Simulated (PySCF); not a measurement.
**Highest orbital energy against ionisation energy along the 5p block**

Calculated with PySCF 2.14, no spin-orbit coupling. Each cell gives −ε(HOMO) / ΔSCF in eV; NIST values include spin-orbit coupling, (s) semi-empirical, (t) theoretical.

```csv
species,UHF,LDA,PBE,PBE0,r2SCAN,NIST (lowest levels)
"In (aug-cc-pVQZ-PP with ECP28MDF, ECP)",5.485 / 5.218,2.855 / 5.716,2.824 / 5.590,3.593 / 5.621,3.054 / 5.718,5.786
"Sn (aug-cc-pVQZ-PP with ECP28MDF, ECP)",7.265 / 6.849,4.167 / 7.414,4.116 / 7.262,5.030 / 7.307,4.403 / 7.407,7.344
"Sb (aug-cc-pVQZ-PP with ECP28MDF, ECP)",9.097 / 8.576,5.521 / 9.121,5.464 / 8.964,6.521 / 9.040,5.828 / 9.167,8.608
"Te (aug-cc-pVQZ-PP with ECP28MDF, ECP)",8.495 / 7.733,5.399 / 9.001,5.271 / 8.732,6.287 / 8.730,5.505 / 8.748,9.010
"I (aug-cc-pVQZ-PP with ECP28MDF, ECP)",10.409 / 9.537,6.864 / 10.789,6.719 / 10.501,7.866 / 10.524,6.994 / 10.530,10.451
"Xe (aug-cc-pVQZ-PP with ECP28MDF, ECP)",12.415 / 11.449,8.373 / 12.610,8.229 / 12.324,9.515 / 12.386,8.582 / 12.421,12.130
```

Q: How far is −ε(HOMO) from ΔSCF on average for each method, and why?

A: UHF 0.63 eV; LDA -3.58 eV; PBE -3.46 eV; PBE0 -2.47 eV; r2SCAN -3.27 eV. Hartree-Fock orbital energies lack relaxation and so exceed the ΔSCF value; semilocal functionals have convex E(N) from self-interaction, so their HOMO lies far too high; exact exchange moves hybrids part of the way back.
